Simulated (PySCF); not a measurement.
## Bonding in `CC=C=C(C)C(=O)[O-]`

C6H7O2 (charge -1).
Numbering: `[CH3:1][CH:2]=[C:3]=[C:4]([CH3:5])[C:6](=[O:7])[O-:8]` (hydrogens: H9, H10, H11 on C1; H12 on C2; H13, H14, H15 on C5)

Cartesian coordinates in Å at the GFN2-xTB level; atoms count from 1:
```xyz
15
C6H7O2 angstrom
C      2.6329   -0.3891   -0.1188
C      1.4448   -0.3390    0.8026
C      0.2279   -0.0486    0.4142
C     -0.9810    0.1161    0.0110
C     -1.7273    1.4115   -0.0918
C     -1.8930   -1.1361   -0.4001
O     -1.6967   -1.5679   -1.5334
O     -2.6968   -1.4580    0.4739
H      2.3259   -0.1718   -1.1393
H      3.0956   -1.3792   -0.0995
H      3.3943    0.3384    0.1810
H      1.6532   -0.5544    1.8471
H     -2.0047    1.5927   -1.1320
H     -1.1339    2.2542    0.2708
H     -2.6455    1.3393    0.4924
```

Bond orders from the PBE0/pcSseg-1 density (PySCF). Geometry: GFN2-xTB; no solvent, vibrations or thermal averaging. The pcSseg-1 basis has no diffuse functions, a weakness for an anion.

How far do the computed orders between heavy atoms stray from the drawn ones?

The largest departure is 0.740, at C6–O8 (drawn single, 1.740). Drawn single, order above 1.12: C6–O8 (1.740). Drawn single, order below 0.88: C4–C6 (0.834). The SMILES, with its formal charges, is one Lewis structure only.

Give the Mayer order of every bond, beside its length.

| bond | drawn as | length (Å) | Mayer order |
| --- | --- | --- | --- |
| C1–C2 | single | 1.504 | 1.050 |
| C2–C3 | double | 1.310 | 1.876 |
| C3–C4 | double | 1.285 | 1.790 |
| C4–C5 | single | 1.498 | 1.075 |
| C4–C6 | single | 1.603 | 0.834 |
| C6–O7 | double | 1.228 | 1.770 |
| C6–O8 | single | 1.230 | 1.740 |
| C1–H9 | single | 1.088 | 0.973 |
| C1–H10 | single | 1.093 | 0.962 |
| C1–H11 | single | 1.095 | 0.963 |
| C2–H12 | single | 1.087 | 0.924 |
| C5–H13 | single | 1.092 | 0.954 |
| C5–H14 | single | 1.093 | 0.968 |
| C5–H15 | single | 1.091 | 0.949 |

Bonds between the same two heavy elements. C–C: lowest C4–C6 (0.834, 1.603 Å), highest C2–C3 (1.876, 1.310 Å); in 1 of the 10 pairs the longer bond (by over 0.003 Å) has the higher order (by 0.02 or more). C–O: lowest C6–O8 (1.740, 1.230 Å), highest C6–O7 (1.770, 1.228 Å).

Sum the orders of all bonds at each heavy atom with more than one neighbour and set the sums beside the valence in the SMILES.

C1 3.948 (drawn 4), C2 3.850 (drawn 4), C3 3.666 (drawn 4), C4 3.699 (drawn 4), C5 3.946 (drawn 4), C6 4.344 (drawn 4). Orders between atoms that aren't bonded are not in these sums.

For a closed shell the Mayer order of atoms A and B is Σ (PS)μν (PS)νμ over the basis functions μ on A and ν on B, with P the density and S the overlap matrix.

The run behind these numbers computed NMR shieldings as well. Time: 34 s; peak memory 0.76 GiB. Hardware: one thread of an Intel Xeon at 2.70 GHz, no GPU, shared host with 64 logical CPUs at a one-minute load of 72.
